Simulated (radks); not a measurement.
The numbers below are computed, except where a source is named.
Ionisation of the iron ion Fe+, [Ar] 3d6 4s1, to [Ar] 3d6 as the strength of local exchange is varied. Code: a radial shooting solver on a logarithmic mesh with Libxc functionals. Model: non-relativistic Kohn-Sham, Slater X-alpha exchange (alpha = 2/3 is LDA exchange), no correlation, spin-polarised, spherical densities, point nucleus; open shells are filled with parallel spins first.

\begin{tabular}{lrrrrr}
alpha & E(Fe+) (hartree) & exchange (hartree) & IE (eV) & -e of the level emptied (eV) & <r> of it (bohr) \\ \hline
0.563 & -1250.93908 & -42.51683 & 15.330 & 11.592 (4s) & 2.763 \\
0.565 & -1251.09012 & -42.67314 & 15.346 & 11.608 (4s) & 2.762 \\
0.667 & -1258.81819 & -50.69387 & 16.175 & 12.460 (4s) & 2.698 \\
0.783 & -1267.66575 & -59.93145 & 17.135 & 13.461 (4s) & 2.629 \\
0.804 & -1269.27413 & -61.61690 & 17.311 & 13.645 (4s) & 2.616 \\
0.892 & -1276.03614 & -68.72330 & 18.055 & 14.431 (4s) & 2.567 \\
\end{tabular}

NIST Atomic Spectra Database: 16.199 eV (measured). The Delta-SCF value meets it near alpha = 0.67. Open shells are spherical and high-spin; term and fine-structure splittings are not resolved.
